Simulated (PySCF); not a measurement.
Computed shifts of a molecule C2H4F2Si, PySCF with KT2/pcSseg-1, GIAO, gas phase, atoms alike by connectivity averaged where their shifts nearly agree, in ppm (number of nuclei): ¹⁹F: -191.8 (1), -207.1 (1). ¹³C: 158.3 (1), 155.1 (1). ²⁹Si: -90.8 (1). ¹H: 8.18 (1), 4.55 (3). References: ¹⁹F against CFCl3 (σ = 127.1 ppm); ¹³C against TMS (σ = 185.1 ppm); ²⁹Si against TMS (σ = 361.9 ppm); ¹H against TMS (σ = 31.47 ppm), references at their B3LYP-D3(BJ)/def2-TZVP geometries, non-relativistic. Coordinates come from a B3LYP-D3(BJ)/def2-SVP optimisation. One conformer was computed; it need not be the lowest.

Question: Identify the compound among the candidates.
A. C=C(F)[SiH2]F
B. F/C=C(/F)[SiH3]
C. FC(F)=C[SiH3]
D. C=C[SiH](F)F

Answer: B, F/C=C(/F)[SiH3]
